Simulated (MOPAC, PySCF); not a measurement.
H₂AlBrO₂, SMILES `[OH][Al]([OH])[Br]` (H–O–Al–Br torsion 0°, Br–Al–O–H torsion -180°), neutral singlet in the gas phase. 

Cartesian coordinates (Å):
```xyz
6

O     -1.1966    -0.9092     0.0146
Al    -0.0079     0.2840     0.0023
O      1.6202    -0.1337     0.0140
Br    -0.5381     2.4601    -0.0315
H     -2.1326    -0.7162     0.0085
H      1.9142    -1.0436     0.0268
```
Charge 0, spin multiplicity 1.

All levels are single points at this geometry (PBE0-D4/def2-TZVP); Pople sets use spherical d functions. Orbital energies aren't observables, and empty levels follow the basis.

B3LYP/6-31G* in PySCF gives dipole (D) = 2.06.

### Question
Estimate the dipole (D) from each of these levels: PBE-D3(BJ)/def2-TZVP in PySCF; PBE0-D4/def2-TZVP in PySCF; BP86/6-31G* in PySCF; PM3 in MOPAC; PM6 in MOPAC.

### Answer

| level | dipole (D) |
|---|---|
| PBE-D3(BJ)/def2-TZVP in PySCF | 1.70 |
| PBE0-D4/def2-TZVP in PySCF | 1.74 |
| BP86/6-31G* in PySCF | 2.09 |
| PM3 in MOPAC | 4.25 |
| PM6 in MOPAC | 1.93 |
